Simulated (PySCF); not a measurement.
## BeBr and its ions

PBE0; basis Be def2-SVPD, Br def2-SVPD; no relativity; PySCF 2.14. Neutral (UKS): doublet (σ ↑), Re = 1.992 Å, ωe = 679 cm⁻¹, De = 3.58 eV, HOMO -6.35 eV, LUMO -2.29 eV.

BeBr⁻ (UKS): singlet (closed shell), Re = 2.229 Å, ωe = 376 cm⁻¹, De = 1.17 eV to Be + Br⁻. The energies at the minima are -2588.25291 hartree for BeBr and -2588.29405 for BeBr⁻.

Question: Work out the adiabatic electron affinity, without and with harmonic zero-point energies (1 hartree = 27.2114 eV, 1 eV = 8065.5 cm⁻¹), and the change of the bond length.

Answer: At PBE0: 0.04114 hartree = 1.119 eV between the minima; the zero-point term (679.0 − 376.0)/2 cm⁻¹ = +0.019 eV makes it 1.138 eV. Re changes by +23.7 pm against the neutral. The electron enters a σ orbital, and the ion is left as a loose complex of an ion and an atom.

For an ion De counts to the pair picked by the measured ionisation energies or electron affinities, which need not be the lowest pair at this level. The highest Kohn–Sham level is positive in this anion. Much of that is self-interaction error, but it also means that the finite basis helps to hold the extra electron. States were picked by a PBE0 search and need not be the measured ground states.
